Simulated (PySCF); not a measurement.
Two-component Hartree-Fock for In⁴⁴⁺ (indium, charge +44)

Start: [He] 2s2 2p1; 2p1/2 filled at m_j = +1/2. Calculated with PySCF 2.14 in an uncontracted even-tempered set (17 s from 23 bohr⁻², ratio 2.4; 12 p from 30 bohr⁻², ratio 2.4; 5 d from 98 bohr⁻², ratio 2.6; 4 f from 150 bohr⁻², ratio 2.6): generalised Hartree-Fock with the X2C-1e Hamiltonian and a Gaussian nucleus; one run each with spin-orbit coupling (SO) switched off, then screened by Boettger's factors.

```json
{"spinor shell": "1s1/2", "electrons": "2", "ε, spin-free (eV)": "-32037.0", "ε, screened SO (eV)": "-32028.5", "weight of nominal j (screened SO)": "1.000", "rms radius, screened SO (bohr)": "0.0338"}
{"spinor shell": "2s1/2", "electrons": "2", "ε, spin-free (eV)": "-7559.2", "ε, screened SO (eV)": "-7556.6", "weight of nominal j (screened SO)": "1.000", "rms radius, screened SO (bohr)": "0.132"}
{"spinor shell": "2p1/2", "electrons": "1", "ε, spin-free (eV)": "-7290.9", "ε, screened SO (eV)": "-7455.4", "weight of nominal j (screened SO)": "1.000", "rms radius, screened SO (bohr)": "0.112"}
```

```csv
quantity,spin-free,screened SO
E (hartree),-3295.46878,-3301.51478
M_J,1/2,1/2
⟨J²⟩,1.112,0.750
⟨L²⟩,2.000,2.000
⟨S²⟩,0.750,0.750
```

Each row is a mean over spinors that exchange with the open shell spreads, by up to 13.141 eV (2s1/2).

Breit and QED terms are absent; they matter most for the inner s and p1/2 levels.

Densities and radii are taken from the X2C orbitals without a picture-change correction, which distorts them close to the nucleus.

Without spin-orbit coupling the j labels of p, d and f shells carry no meaning; the spin-free column gives the mean over the occupied spinors of each nl shell, and its ⟨J²⟩ belongs to a mixture of degenerate components.
